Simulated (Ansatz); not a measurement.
Relaxation of Ti₂H with UKS B3LYP-D4/def2-TZVP.

```sh
$ ansatz run in.yaml --threads 4 --pin off --events-out ev --progress --plain --max-ram 3916MiB
```

```yaml
crystal:
  periodic: [false, false, false]
  atoms:
    - {symbol: Ti, position_ang: [0.784830, 0.219380, -2.019150]}
    - {symbol: Ti, position_ang: [-0.108540, -0.030370, 0.279360]}
    - {symbol: H, position_ang: [-0.676290, -0.189010, 1.739790]}
basis:
  gaussian: {orbitals: def2-TZVP}
magnetization: {spin_polarized: true, initial_magnetization: 1}
hamiltonian: {xc: {name: B3LYP}, dispersion: d4}
scf: {omitted_lower_state_checks: [starts]}
output: {orbitals: {seedname: orbitals}}
relax: {f_tol: 0.02, max_steps: 100}
```

Run time 3.4 min (4 threads of Arm Neoverse V2 on a shared host).

Positions (Å) and forces (eV/Å) at steps 1, 2, 3, 4, 5 of 5:

```xyz
3
step=1 energy=-46241.6601 eV
Ti    0.785    0.219   -2.019    0.050    0.000   -0.171
Ti   -0.109   -0.030    0.279    0.985    0.312   -2.423
H    -0.676   -0.189    1.740   -1.035   -0.312    2.593
3
step=2 energy=-46241.9402 eV
Ti    0.806    0.220   -2.089    0.126    0.026   -0.352
Ti   -0.078   -0.009    0.242    0.107    0.055   -0.200
H    -0.728   -0.211    1.848   -0.234   -0.081    0.552
3
step=3 energy=-46241.9917 eV
Ti    0.819    0.188   -2.232    0.004    0.028    0.070
Ti   -0.011    0.097    0.330    0.038   -0.036   -0.237
H    -0.809   -0.285    1.901   -0.042    0.008    0.168
3
step=4 energy=-46242.0063 eV
Ti    0.854    0.233   -2.214    0.024    0.010   -0.052
Ti   -0.087   -0.012    0.260   -0.067   -0.027    0.144
H    -0.767   -0.221    1.953    0.043    0.018   -0.093
3
step=5 energy=-46242.0076 eV
Ti    0.862    0.241   -2.217   -0.002   -0.001    0.003
Ti   -0.104   -0.031    0.262    0.000    0.001    0.003
H    -0.758   -0.210    1.955    0.001    0.000   -0.006
```

The charge 0 doublet is spin-contaminated (final ⟨S²⟩ up to 2.84, 0.75 for a pure state). The structure comes from a short search, and lower isomers may exist.
